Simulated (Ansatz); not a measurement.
A search over several starts for the lowest SCF solution of the cluster GaF3 at the given spin, in a small basis.

```yaml
crystal:
  periodic: [false, false, false]
  atoms:
    - {symbol: Ga, position_ang: [0.000123, 0.000033, 0.000164]}
    - {symbol: F, position_ang: [-0.477648, -1.524062, 0.705513]}
    - {symbol: F, position_ang: [0.359852, 1.364197, 1.028920]}
    - {symbol: F, position_ang: [0.117672, 0.159821, -1.734588]}
basis:
  gaussian: {orbitals: def2-SVP}
magnetization: {spin_polarized: true, initial_magnetization: 0}
hamiltonian: {xc: pbe0, dispersion: d4}
output: {orbitals: {seedname: orbitals}}
```

```sh
$ ansatz run in.yaml --threads 4 --pin off --events-out ev --progress --plain --max-ram 3916MiB
```

It prints (some lines left out):

```
Functional definition: PBE0
700 factors; integrals over basis functions are off by at most 7.1e-4 eV
mean field evaluation 1: about -60498.4080 eV, gradient 4.1e1 eV
mean field evaluation 2: about -60487.3411 eV, gradient 7.4e1 eV
mean field evaluation 4: about -60503.7811 eV, gradient 6.8e-1 eV
mean field evaluation 8: about -60503.8085 eV, gradient 1.1e-2 eV
mean field -60503.80848852 eV, -2223.4739509989 hartree, gradient 4.1e-6 eV, S^2 0.000000; 0 other end points of the search recorded, 0 dependent functions left out
reference -60503.80851657 eV, -2223.4739520297 hartree; 29, 29 occupied and 45, 45 virtual orbitals, 700 factors
Total energy: -60503.85376336 eV, -2223.4756148183 hartree
```

Run time 0.9 s (4 threads of Arm Neoverse V1 on a shared host).

The structure comes from a short search, and lower isomers may exist.
